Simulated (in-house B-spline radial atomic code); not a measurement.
Results of a calculation; reference values are marked as such.
**Making a Troullier-Martins s channel for Mn, r_c = 0.74 bohr**

Mn, [Ar] 3d5 4s2, non-relativistic LDA (VWN5), spherical and spin-unpolarised, from a B-spline radial code for spherical atoms (atomic units). The all-electron 3s level is ε = -3.076637 hartree, its outermost node lies just inside 0.35 bohr and its outer maximum at 0.74 bohr.

Inside r_c the pseudo-orbital is u(r) = r^1 exp(p(r)), with p = c0 + c2 r² + c4 r⁴ + … + c12 r¹². The seven coefficients follow from p and its first four derivatives at r_c, from zero curvature of the screened potential at the origin, c4 = −c2²/(2l + 5), and from the norm inside r_c. At r_c the all-electron orbital has P = 1.202453, P' = 0.03532757, the screened potential V = -7.243523, V' = 20.8598, V'' = -78.63936, and the norm inside is Q = 0.37446.

Q: What are p, p' and p'' at r_c?

A: p = ln(P/r_c^1) = ln(1.202453/0.74) = 0.48547. p' = P'/P − 1/r_c = 0.02938 − 1.35135 = -1.32197. The radial equation gives p'' = 2(V − ε) − 2(1) p'/r_c − p'² = -8.33377 − (-3.57290) − 1.74761 = -6.50848. Differentiating, p''' = 2V' + 2(1)p'/r_c² − 2(1)p''/r_c − 2p'p'' = 37.274, and p'''' = 2V'' − 4(1)p'/r_c³ + 4(1)p''/r_c² − 2(1)p'''/r_c − 2p''² − 2p'p''' = -278.68.

For a trial c2 the five matching conditions are linear in c0, c6, c8, c10 and c12, and c2 is varied until the norm inside r_c equals Q. The root nearest zero gives:

| n | c_n |
| --- | --- |
| 0 | -0.0630516 |
| 2 | 3.65068 |
| 4 | -2.665492 |
| 6 | -16.45151 |
| 8 | 36.24547 |
| 10 | -29.0855 |
| 12 | 8.275372 |

Q: Check c4 and p(r_c), and find the screened pseudopotential at the origin.

A: −c2²/5 = -2.66549, as listed. The terms c_n r_c^n are -0.06305, 1.99911, -0.79929, -2.70144, 3.25917, -1.43217, 0.22314, which sum to 0.48547. Inverting the radial equation, V_l(r) = ε + 1 p'/r + (p'' + p'²)/2, so V_l(0) = ε + (2l + 3) c2 = -3.076637 + 3 × (3.65068) = 7.8754 hartree, finite where the all-electron potential diverges.

Orbitals and screened potentials:

| r (bohr) | P | u | V all-electron | V pseudo |
| --- | --- | --- | --- | --- |
| 0.074 | 0.07058 | 0.07088 | -262.6 | 7.863 |
| 0.185 | -0.6367 | 0.1961 | -78.18 | 7.407 |
| 0.296 | -0.299 | 0.3715 | -38.47 | 5.142 |
| 0.407 | 0.3465 | 0.618 | -22.7 | 0.0716 |
| 0.518 | 0.8533 | 0.9044 | -14.74 | -6.008 |
| 0.629 | 1.125 | 1.127 | -10.14 | -8.814 |
| 0.74 | 1.202 | 1.202 | -7.244 | -7.244 |

Logarithmic derivatives P'/P at R = 1.04 bohr, for energies E around ε:

```csv
E − ε (hartree),all-electron,pseudo
-0.5,-0.625301,-0.626299
-0.25,-0.970852,-0.971148
-0.1,-1.19905,-1.1991
0,-1.36119,-1.36119
0.1,-1.53223,-1.53229
0.25,-1.80737,-1.8078
0.5,-2.3244,-2.32651
```

Q: With P(R) = 0.944746 and a norm of 0.74284 inside R, what slope in energy does norm conservation fix?

A: d(P'/P)/dE = −2 × (norm inside R)/P(R)² = -1.6645 per hartree·bohr at E = ε, for both atoms, since orbital and norm agree at R. Differences over ±0.1 hartree give -1.6659 (all-electron) and -1.6659 (pseudo), which also hold third-order terms. Half a hartree below ε the two curves differ by -0.0010.
